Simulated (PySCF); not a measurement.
# Fe³⁺ (iron, charge +3): UHF calculation

Configuration: [Ar] 3d5, high-spin 6S determinant. Computed with PySCF 2.14 in aug-cc-pwCVTZ-DK, with scalar relativity by spin-free X2C-1e.

| Quantity | Value |
| --- | --- |
| Total energy | -1269.508930 hartree |
| One-electron energy | -1721.7005 hartree |
| Hartree (Coulomb) energy | 506.4891 hartree |
| Exchange energy | -54.2975 hartree |
| ⟨S²⟩ | 8.7511 |
| ⟨L²⟩ | 0.000 |
| Sum of ⟨r⟩ | 13.57 bohr |
| Sum of ⟨r²⟩ | 12.88 bohr² |
| Langevin diamagnetic susceptibility | -10.2 ×10⁻⁶ cm³/mol |

```json
{"shell": "1s β", "electrons": "1", "mean orbital energy (hartree)": "-265.06057", "rms radius, mean of both spins (bohr)": "0.0675"}
{"shell": "1s α", "electrons": "1", "mean orbital energy (hartree)": "-265.05964", "rms radius, mean of both spins (bohr)": "0.0675"}
{"shell": "2s α", "electrons": "1", "mean orbital energy (hartree)": "-33.91599", "rms radius, mean of both spins (bohr)": "0.288"}
{"shell": "2s β", "electrons": "1", "mean orbital energy (hartree)": "-33.75146", "rms radius, mean of both spins (bohr)": "0.288"}
{"shell": "2p α", "electrons": "3", "mean orbital energy (hartree)": "-28.98350", "rms radius, mean of both spins (bohr)": "0.260"}
{"shell": "2p β", "electrons": "3", "mean orbital energy (hartree)": "-28.82128", "rms radius, mean of both spins (bohr)": "0.260"}
{"shell": "3s α", "electrons": "1", "mean orbital energy (hartree)": "-5.83636", "rms radius, mean of both spins (bohr)": "0.864"}
{"shell": "3s β", "electrons": "1", "mean orbital energy (hartree)": "-5.36849", "rms radius, mean of both spins (bohr)": "0.864"}
{"shell": "3p α", "electrons": "3", "mean orbital energy (hartree)": "-4.38303", "rms radius, mean of both spins (bohr)": "0.919"}
{"shell": "3p β", "electrons": "3", "mean orbital energy (hartree)": "-3.81839", "rms radius, mean of both spins (bohr)": "0.919"}
{"shell": "3d α", "electrons": "5", "mean orbital energy (hartree)": "-2.06125", "rms radius, mean of both spins (bohr)": "1.07"}
```

Densities and radii are taken from the X2C orbitals without a picture-change correction, which distorts them close to the nucleus.

Spin-orbit constants ζ (cm⁻¹) from the X2C one-electron operator on these orbitals: bare nucleus, nucleus screened by l(l+1)(2l+1)/3 electrons, and screened by the Breit-Pauli mean field of the electrons.

```tsv
shell	bare	screened nucleus	mean field
2p	70620	65190	n/a
3p	8859	8177	n/a
3d	863.3	531.3	n/a
```
